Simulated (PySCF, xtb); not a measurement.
ZrO2, SMILES [O]=[Zr]=[O], multiplicity 1.

Harmonic wavenumbers (cm⁻¹) from GFN2-xTB run with xtb at its own minimum, in rising order: 241, 728, 755.

What does B3LYP-D3(BJ)/def2-TZVP in PySCF 2.14.0 give at its own minimum? (The exact figures need the calculation; the answer reports its results.)

303, 866, 936. Paired by order, the mean absolute difference is 127 cm⁻¹ and the zero-point energies are 2.5 and 3.0 kcal/mol.
